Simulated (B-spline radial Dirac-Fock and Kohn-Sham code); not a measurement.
## What relativity does to the binding energies of W³⁶⁺

System: the W³⁶⁺ ion, configuration [Kr] 4d2.

Both columns are ΔSCF binding energies of the configuration average from a radial B-spline solver: non-relativistic Hartree-Fock with a point nucleus, and Dirac-Fock with a finite nucleus and the Coulomb interaction alone, averaged over the two j levels with weights 2j+1.

```csv
shell,Hartree-Fock (eV),Dirac-Fock (eV),shift (eV),shift (%)
1s,65770.3,71435.7,+5665.41,+8.61
2s,12212.1,13717.9,+1505.80,+12.33
2p,11749.7,12252.1,+502.49,+4.28
3s,3972.5,4355.6,+383.15,+9.65
3p,3761.5,3906.9,+145.42,+3.87
3d,3374.9,3360.5,-14.44,-0.43
4s,1805.5,1929.4,+123.84,+6.86
4p,1706.2,1755.6,+49.35,+2.89
4d,1551.6,1552.1,+0.49,+0.03
```

Relativity binds 1s, 2s, 2p, 3s, 3p, 4s, 4p, 4d more strongly, among those listed most of all 2s in relative terms, and 3d more weakly, because the contracted s and p shells screen the nucleus better.

Values without a named source are computed, but for edge energies of neutral atoms, which are taken from tables.
